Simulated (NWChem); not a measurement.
Molecule: BN2H4Cl; SMILES NB(N)Cl

```xyz
8

B      0.0000     0.0000     0.4472
Cl     0.0000     0.0000    -1.3584
N      0.0000    -1.2544     1.1039
H      0.0000    -1.3655     2.1161
H      0.0000    -2.1293     0.5851
N      0.0000     1.2544     1.1039
H      0.0000     1.3655     2.1161
H      0.0000     2.1293     0.5851
```
Atoms are numbered in this order, from 1.

All runs: NWChem. Medium grid unless said otherwise, to which SCAN and Minnesota functionals are sensitive. Structure relaxed at the PBE-D3(BJ)/def2-SVP level. B3LYP is NWChem's, with the RPA form of VWN correlation.

Q: Order these by “highest occupied level (eV)”, lowest first: revPBE/def2-SVP; M06/def2-SVP; LC-wPBE (HJS exchange hole, range parameter 0.4 per bohr)/def2-SVP; B3LYP/def2-SVP; SCAN/def2-SVP.

A: LC-wPBE (HJS exchange hole, range parameter 0.4 per bohr)/def2-SVP (-9.93), M06/def2-SVP (-7.20), B3LYP/def2-SVP (-6.70), SCAN/def2-SVP (-5.93), revPBE/def2-SVP (-5.46)
